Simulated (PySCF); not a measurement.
Problem. Write Cartesian coordinates for InChI=1S/C7H6BF3/c9-5-6-1-3-7(4-2-6)8(10)11/h1-4H,5H2 as optimised with PBE0-D3(BJ)/def2-SVP.

Solution. 
```
atom  x, y, z in Å
F1    -2.861   -0.505   -2.201
C2    -2.701   -0.119   -0.890
C3    -1.243   -0.042   -0.541
C4    -0.519    1.130   -0.786
C5     0.843    1.186   -0.514
C6     1.514    0.070    0.010
B7     3.028    0.134    0.322
F8     3.735    1.226    0.093
F9     3.675   -0.902    0.829
C10    0.784   -1.104    0.247
C11   -0.578   -1.159   -0.027
H12   -3.214   -0.853   -0.247
H13   -3.184    0.863   -0.756
H14   -1.033    2.006   -1.191
H15    1.399    2.108   -0.705
H16    1.295   -1.981    0.652
H17   -1.137   -2.080    0.161
```

Any rigid rotation of these coordinates is as good. Atoms count from 1 in this order. The 7 C–C bonds span 1.390 Å (C4–C5, aromatic) to 1.501 Å (C2–C3, drawn single), a spread of 0.111 Å. Of the pairs four or more bonds apart, F9···H16 is among the closest relative to their van der Waals radii: 2.62 Å, 98 % of the sum of Bondi's values. The 6-membered ring C3–C4–C5–C6–C10–C11 has internal angles of 118.7° to 120.6°; it is planar, 0.00 Å rms from its mean plane, widest ring torsion 0°. B7 (three-coordinate boron) is planar (angles 121.6°, 121.5° and 116.9°, sum 360.0°, 0.00 Å off the plane of its three neighbours).

Bonds between heavy atoms (Å): F1–C2 1.375, C2–C3 1.501, C3–C4 1.399, C4–C5 1.390, C5–C6 1.403, C6–B7 1.548, B7–F8 1.321, B7–F9 1.322, C6–C10 1.403, C10–C11 1.390, C3–C11 1.399.

Method used: PBE0-D3(BJ)/def2-SVP geometry optimisation, gas phase in PySCF 2.14.0.

Whether it is a minimum is left open (no frequencies). The numbers are those of one conformer (F1–C2–C3–C4 87°).
